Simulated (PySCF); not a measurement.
C2H9N3Si3

C2H9N3Si3 is a molecule, neutral, singlet. The structure, one conformer, was relaxed in the gas phase by PBE0-D3(BJ)/def2-SVP. No frequency run checks that it is a minimum.

SMILES: C#C[SiH]1N[SiH2]N[SiH2]N1

Coordinates in Å:
```
N1      1.235    0.749    0.169
Si2     1.260    0.112    1.782
N3     -0.347   -0.530    2.010
Si4    -1.314   -1.493    0.924
N5     -1.089   -0.736   -0.620
Si6    -0.248    0.784   -0.744
C7      0.185    1.047   -2.512
C8      0.472    1.223   -3.682
H9      2.101    0.879   -0.345
H10     1.462    1.120    2.871
H11     2.367   -0.891    1.897
H12    -0.777   -0.314    2.905
H13    -0.919   -2.934    0.820
H14    -2.708   -1.454    1.470
H15    -1.218   -1.267   -1.475
H16    -1.118    1.905   -0.295
H17     0.725    1.380   -4.716
```

Shieldings: GIAO PBE0/pcSseg-1. Shifts are against computed references at the same level: C TMS (σ 184.4 ppm), H TMS (σ 31.27 ppm), Si TMS (σ 352.0 ppm). Core levels by delta-SCF with SCAN, pcX-2 on the ionised atom and pcseg-1 elsewhere, spin-free X2C (2p3/2 is the spin-free 2p value less a third of a first-order spin-orbit splitting); from the vacuum level, for chosen atoms.

(1) Give the shieldings and core levels atom by atom.

(2) By CAM-B3LYP/def2-SVPD (TDDFT singlets, Tamm-Dancoff triplets, ionisation by delta-SCF), where does absorption start, and what does vertical ionisation take?

## Answers

(1) 
```json
{"atoms": "N1 N5", "bonded to": "2 Si + 1 H", "σ (ppm)": "219.6", "δ (ppm)": "-", "core level (eV)": "1s 403.86"}
{"atoms": "Si2 Si4", "bonded to": "2 N + 2 H", "σ (ppm)": "385.1", "δ (ppm)": "-33.1", "core level (eV)": "2p3/2 107.06"}
{"atoms": "N3", "bonded to": "2 Si + 1 H", "σ (ppm)": "236.3", "δ (ppm)": "-", "core level (eV)": "1s 404.14"}
{"atoms": "Si6", "bonded to": "1 C + 2 N + 1 H", "σ (ppm)": "401.1", "δ (ppm)": "-49.1", "core level (eV)": "2p3/2 107.21"}
{"atoms": "C7", "bonded to": "1 C + 1 Si", "σ (ppm)": "95.2", "δ (ppm)": "89.2", "core level (eV)": "-"}
{"atoms": "C8", "bonded to": "1 C + 1 H", "σ (ppm)": "83.9", "δ (ppm)": "100.5", "core level (eV)": "-"}
{"atoms": "H9", "bonded to": "1 N", "σ (ppm)": "30.46", "δ (ppm)": "0.80", "core level (eV)": "-"}
{"atoms": "H10", "bonded to": "1 Si", "σ (ppm)": "26.04", "δ (ppm)": "5.23", "core level (eV)": "-"}
{"atoms": "H11 H13", "bonded to": "1 Si", "σ (ppm)": "25.87", "δ (ppm)": "5.40", "core level (eV)": "-"}
{"atoms": "H12", "bonded to": "1 N", "σ (ppm)": "30.65", "δ (ppm)": "0.62", "core level (eV)": "-"}
{"atoms": "H14", "bonded to": "1 Si", "σ (ppm)": "26.03", "δ (ppm)": "5.23", "core level (eV)": "-"}
{"atoms": "H15", "bonded to": "1 N", "σ (ppm)": "30.39", "δ (ppm)": "0.87", "core level (eV)": "-"}
{"atoms": "H16", "bonded to": "1 Si", "σ (ppm)": "25.95", "δ (ppm)": "5.31", "core level (eV)": "-"}
{"atoms": "H17", "bonded to": "1 C", "σ (ppm)": "29.04", "δ (ppm)": "2.23", "core level (eV)": "-"}
```

Values are those of this one static structure; atoms that internal rotation interchanges would show their mean in an NMR spectrum.

Core levels of C7 are left out, their hole states being strongly spin-contaminated.

(2) The first singlet with intensity lies at 6.56 eV (f 0.008); what lies below it is dark. The lowest singlet lies at 6.03 eV (f 0.000), the strongest of the first 6 at 6.64 eV (f 0.022), the lowest triplet at 4.95 eV; vertical ionisation takes 9.24 eV.
